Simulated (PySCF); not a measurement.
Cd(OH)2 (CdH2O2), SMILES [Cd]([OH])[OH]. Atoms are numbered in the order given.

```xyz
5

Cd     0.0000     0.0000     0.0113
O      0.0000     1.9687    -0.1259
H      0.0000     2.3965     0.7368
O      0.0000    -1.9687    -0.1259
H      0.0000    -2.3965     0.7368
```
Charge 0, spin multiplicity 1.

Geometry optimised at B3LYP-D3(BJ)/def2-TZVP. The geometry has at least one imaginary mode, so it is a saddle point at that level. The def2 effective core potentials stand for the cores of Cd; spin–orbit coupling is left out. Other conformers were not sampled.

Level of theory: TDA-CAM-B3LYP/def2-SVPD run with PySCF.

Vertical excitations.  State labels are in the subgroup C2v.

### Question
List the lowest excited states. (An estimate is asked for; the answer gives what the named calculation found.)

### Answer

| state | symmetry | energy (eV) | λ (nm) | f | main pairs |
|---|---|---|---|---|---|
| S1 | A2 | 4.92 | 252 | 0.000 | HOMO→LUMO 95 % |
| S2 | B1 | 5.57 | 223 | 0.059 | HOMO−1→LUMO 93 % |
| S3 | B2 | 6.22 | 199 | 0.146 | HOMO−2→LUMO 69 %, HOMO→LUMO+2 24 % |
| S4 | A2 | 6.64 | 187 | 0.000 | HOMO→LUMO+1 97 % |
| S5 | A1 | 6.66 | 186 | 0.043 | HOMO−3→LUMO 78 %, HOMO−1→LUMO+2 12 % |
| S6 | B1 | 7.26 | 171 | 0.002 | HOMO−1→LUMO+1 96 % |
| S7 | B2 | 7.34 | 169 | 0.054 | HOMO−2→LUMO+1 71 %, HOMO→LUMO+2 23 % |
| S8 | A2 | 7.62 | 163 | 0.000 | HOMO−2→LUMO+2 98 % |
| S9 | B2 | 7.68 | 161 | 0.181 | HOMO→LUMO+2 43 %, HOMO−2→LUMO+1 25 %, HOMO−2→LUMO 15 % |
| S10 | B1 | 7.71 | 161 | 0.038 | HOMO→LUMO+3 79 %, HOMO−1→LUMO+4 15 % |
| T1 | A2 | 4.48 | 277 | 0 | HOMO→LUMO 93 % |
| T2 | B1 | 5.04 | 246 | 0 | HOMO−1→LUMO 89 % |
| T3 | B2 | 5.06 | 245 | 0 | HOMO−2→LUMO 92 % |
| T4 | A1 | 5.55 | 223 | 0 | HOMO−3→LUMO 90 % |
Triplets are in the Tamm–Dancoff approximation.
